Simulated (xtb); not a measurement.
C2H5ClFNSi, SMILES C/N=C/[Si@H](F)Cl. All values are semi-empirical tight-binding results from xtb (GFN2-xTB unless named), good for trends rather than for accurate numbers. Geometry: GFN2-xTB. The structure was generated by enumeration; whether it is a known compound was not checked. The values are those of a single conformer.

Optimised geometry:

Bonded distances (Å): C1–N2 1.426, C1–H7 1.099, C1–H8 1.091, C1–H9 1.091, N2–C3 1.258, C3–Si4 1.885, C3–H10 1.106, Si4–F5 1.615, Si4–Cl6 2.003, Si4–H11 1.445. Bond angles (°): N2–C1–H7 113.8, N2–C1–H8 108.0, N2–C1–H9 108.0, H7–C1–H8 109.7, H7–C1–H9 109.8, H8–C1–H9 107.4, C1–N2–C3 120.7, N2–C3–Si4 121.4, N2–C3–H10 120.6, Si4–C3–H10 117.9, C3–Si4–F5 105.0, C3–Si4–Cl6 110.2, C3–Si4–H11 116.0, F5–Si4–Cl6 106.1, F5–Si4–H11 105.4, Cl6–Si4–H11 113.1.
Charge 0, spin multiplicity 1.

Computed properties:
```json
{
  "orbital_gap": "3.02 eV",
  "dipole_moment": "2.06 D",
  "zero_point_energy": "43.5 kcal/mol",
  "G − E(el) at 298.15 K (modified RRHO)": "22.3 kcal/mol",
  "static polarisability (D4 model)": "76.8 bohr³",
  "solvation energy, GFN2-xTB/ALPB(water)": "-1.7 kcal/mol",
  "solvation energy, GFN2-xTB/ALPB(toluene)": "-3.9 kcal/mol"
}
```

**Question.** Give the atomic charges and the Wiberg bond orders between heavy atoms. (The exact figures need the calculation; the answer reports its results.)

**Answer.** charges (e) C1 -0.03, N2 -0.21, C3 -0.02, Si4 0.57, F5 -0.26, Cl6 -0.19, H7 0.02, H8 0.06, H9 0.06, H10 0.02, H11 -0.02. Bond orders C1–N2 1.05, N2–C3 1.95, C3–Si4 0.87, Si4–F5 1.09, Si4–Cl6 1.15.
